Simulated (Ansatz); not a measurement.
Bond stretch in NH (anion, charge -1), lowest doublet found (which spin is the ground state isn't settled by this scan).

Levels: UKS-PBE = unrestricted PBE/aug-cc-pVDZ run with Ansatz (a quantum-chemistry and plane-wave program); UKS-B3LYP = unrestricted B3LYP/aug-cc-pVDZ (Ansatz); FCI = full CI/aug-cc-pVDZ, frozen core (Ansatz).

Energies relative to the lowest point of each curve between 0.89 and 1.27 Å, where full CI is lowest, in kcal/mol; the last columns give the error against full CI:

```csv
R / Å,UKS-PBE,UKS-B3LYP,FCI,UKS-PBE − FCI,UKS-B3LYP − FCI
0.74,86.2,83.0,86.5,-0.4,-3.5
0.80,48.0,45.5,48.0,0.0,-2.5
0.84,30.8,28.8,30.7,0.1,-1.9
0.89,16.1,14.5,15.9,0.2,-1.4
0.92,10.1,8.8,9.9,0.2,-1.1
0.96,4.6,3.7,4.4,0.2,-0.7
1.01,1.0,0.5,0.9,0.1,-0.3
1.03,0.3,0.0,0.2,0.1,-0.2
1.07,0.0,0.0,0.0,0.0,0.0
1.11,0.8,1.1,0.9,-0.1,0.2
1.16,3.0,3.7,3.2,-0.1,0.5
1.22,6.9,7.9,7.1,-0.2,0.8
1.27,10.8,12.0,10.9,-0.2,1.1
1.37,19.4,21.1,19.4,0.0,1.7
1.49,30.3,32.2,29.7,0.6,2.6
1.63,42.3,44.4,40.7,1.6,3.7
1.82,56.3,58.1,53.1,3.1,5.0
2.02,66.2,67.4,63.2,3.0,4.2
2.25,72.9,73.2,71.5,1.4,1.7
2.54,77.0,76.7,—,—,—
2.95,79.1,78.7,—,—,—
3.49,79.9,80.0,—,—,—
```

UKS-PBE is furthest from FCI at 1.82 (3.1 kcal/mol, above); its mean absolute error over the points is 0.6 kcal/mol.

UKS-B3LYP is furthest from FCI at 1.82 (5.0 kcal/mol, above); its mean absolute error over the points is 1.7 kcal/mol.

A dash means that the run gave no value there, or that the column was ended at a point which the program doubted or which failed a test of continuity chosen for this set; such a test can also cut sound points.

The unrestricted determinant behind UKS-PBE, UKS-B3LYP is spin-contaminated at 1.82 to 3.49 Å (<S²> up to 1.8, against 0.75 for a pure doublet). Where the anion isn't bound against loss of the electron, the finite basis alone holds it. Also computed but left out beside FCI, since their determinant holds another spin at the minimum (<S²> over 0.7 above the pure value): UHF, UMP2, UCCSD, UCCSD(T), UCCSDT, UCCSDT(Q).
